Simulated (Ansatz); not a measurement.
LiCl, SMILES [Cl][Li].

Geometry optimised at PBE0-D3(BJ)/def2-TZVPD.

Two levels are set side by side: PBE/def2-TZVPD (Ansatz, a quantum-chemistry and plane-wave program) and CAM-B3LYP/def2-TZVPD (Ansatz). Energy differences of separate SCF runs at the same geometry; the states with an electron removed or added have multiplicity 2 and 2. Differences are taken from unrounded values.

| quantity | CAM-B3LYP |
|---|---|
| vertical ionisation energy (eV) | 10.06 |
| vertical electron affinity (eV) | 0.55 |
| vertical singlet–triplet gap (eV) | 5.26 |

Task: What does PBE give, and how far is it from CAM-B3LYP? (Estimate from the structure and the level; the computed values follow.)

Result: 
```csv
quantity,PBE,PBE minus CAM-B3LYP
vertical ionisation energy (eV),10.05,-0.01
vertical electron affinity (eV),0.57,0.02
vertical singlet–triplet gap (eV),5.22,-0.04
```
